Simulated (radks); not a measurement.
Spherical quantum dot in the effective-mass picture: electrons in a hard-walled sphere of radius 1.87, with a point charge +2 (a donor) at the centre, all in effective atomic units (hartree* = m*/eps^2 hartree, bohr* = eps/m* bohr), one dielectric constant everywhere. Calculated with a radial shooting solver with Libxc functionals: non-relativistic Kohn-Sham, r2SCAN, spin-polarised, spherical densities, generalised Kohn-Sham scheme. Levels are named by radial order and angular momentum (1s, 1p, 1d, 2s, ...), and open shells are averaged over m. Results are scaled to m* = 0.045 and eps = 9.1, for which hartree* = 14.79 meV and bohr* = 10.7 nm.

N = 10, configuration 1s2 1p6 1d(up 1, down 0) 2s(up 1, down 0). This is the lowest configuration that the search found. Occupied and some empty levels:

| level | occupation | eigenvalue (meV) | <r> (nm) |
|---|---|---|---|
| 1s up | 1 | 94.046 | 9.230 |
| 1s down | 1 | 95.933 | 9.463 |
| 1p up | 3 | 119.07 | 12.27 |
| 1p down | 3 | 120.46 | 12.22 |
| 2s up | 1 | 143.18 | 9.590 |
| 1d up | 1 | 145.41 | 13.31 |
| 1d down | 0 | 147.28 | 13.28 |
| 2s down | 0 | 148.26 | 9.593 |
| 1f up | 0 | 177.69 | 13.98 |
| 1f down | 0 | 179.90 | 13.97 |
| 2p up | 0 | 202.45 | 10.32 |
| 2p down | 0 | 204.80 | 10.49 |
| 1g up | 0 | 215.93 | 14.49 |
| 1g down | 0 | 218.38 | 14.48 |

Energy (meV): total 623.814, kinetic 466.13, external -346.55, Hartree 611.97, exchange-correlation -107.74.

Electron density:

| r (nm) | n(r) (e/nm^3) |
|---|---|
| 0.486 | 0.004226 |
| 1.99 | 0.002425 |
| 3.49 | 0.001443 |
| 4.99 | 0.0009425 |
| 6.49 | 0.0007145 |
| 7.99 | 0.0006335 |
| 9.49 | 0.0006133 |
| 11.0 | 0.0005929 |
| 12.5 | 0.0005337 |
| 14.0 | 0.0004225 |
| 15.5 | 0.0002761 |
| 17.0 | 0.0001318 |
| 18.5 | 0.00003298 |
| 20.0 | 3.336e-08 |
